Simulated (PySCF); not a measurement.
Job for PySCF: U-HF/LANL2DZ on ClFGaH (SMILES [F][GaH][Cl]), a point of a bond scan (R = 1.542 Å).

```python
from pyscf import gto, scf, dft, mp
from pyscf.data.elements import chemcore

mol = gto.M(
    atom='''
    Ga   -0.42035658    0.09491825   -0.34524222
    H    -1.61041320   -0.41855927   -1.18001476
    F    -0.00462516    1.79964022   -0.33176534
    Cl    0.86371139   -1.10121578    0.87461245
    ''',
    basis='lanl2dz',
    ecp={'Cl': 'lanl2dz', 'Ga': 'lanl2dz'},
    charge=0, spin=0, verbose=3, max_memory=1800)
mf = scf.UHF(mol)
mf.conv_tol = 1e-8
mf.max_cycle = 100
mf.init_guess_breaksym = True
mf.kernel()
if not mf.converged:
    mf = mf.newton().run(mf.mo_coeff, mf.mo_occ)
for _ in range(4):
    mo, _, stable, _ = mf.stability(return_status=True)
    if stable:
        break
    mf.kernel(mf.make_rdm1(mo, mf.mo_occ))
```

Program output:

```
converged SCF energy = -116.803250724687  <S^2> = 4.8674309e-10  2S+1 = 1
<class 'pyscf.scf.uhf.UHF'> wavefunction is stable in the internal stability analysis
```

Self-consistency was reached.

Cost: around 0.6 core-seconds (rough).
